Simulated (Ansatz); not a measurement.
Stepwise reaction of `O[SiH](O)[Si](F)(Cl)Cl` with hydrogen, as a gas-phase model of exchange steps in deposition or etching. ΔE in kJ/mol.

Isolated molecules relaxed with PBE0-D4/def2-TZVP in Ansatz; ΔE leaves out vibrations. CCSD(T)/CBS is the MP2 limit (def2-TZVPP, def2-QZVPP) plus CCSD(T) − MP2 in def2-TZVPP, frozen cores. This one scheme is used for every species. Functionals use def2-TZVPP. B3LYP here is the variant with VWN-RPA as its local correlation; programs differ in this. Each species was taken in one conformer, which may not be the lowest.

| step | reaction | PBE-D4 | B3LYP-D4 | ωB97M-V | CCSD(T)/CBS |
| --- | --- | --- | --- | --- | --- |
| 1 | `O[SiH](O)[Si](F)(Cl)Cl` + H₂ → `O[SiH2][Si](F)(Cl)Cl` + H₂O | 82.2 | 88.4 | 87.3 | 84.0 |

Q: Give the row of step 2, `O[SiH2][Si](F)(Cl)Cl` + H₂ → `F[Si]([SiH3])(Cl)Cl` + H₂O. (An estimate is asked.)

A: Computed: 
```tsv
step	reaction	PBE-D4	B3LYP-D4	ωB97M-V	CCSD(T)/CBS
2	`O[SiH2][Si](F)(Cl)Cl` + H₂ → `F[Si]([SiH3])(Cl)Cl` + H₂O	50.7	58.8	56.7	54.3
```

Q: By hand: ΔE of the 2 steps together at CCSD(T)/CBS.

A: (84.0) + (54.3) = 138.3 kJ/mol, or 69.2 kJ/mol a step.

In ΔE each step is lower than the one before. All are uphill at CCSD(T)/CBS. PBE-D4 differs from CCSD(T)/CBS by -3.6 to -1.8 kJ/mol a step. Isolated molecules leave out the surface, adducts and barriers. Largest T1 diagnostic: 0.012.
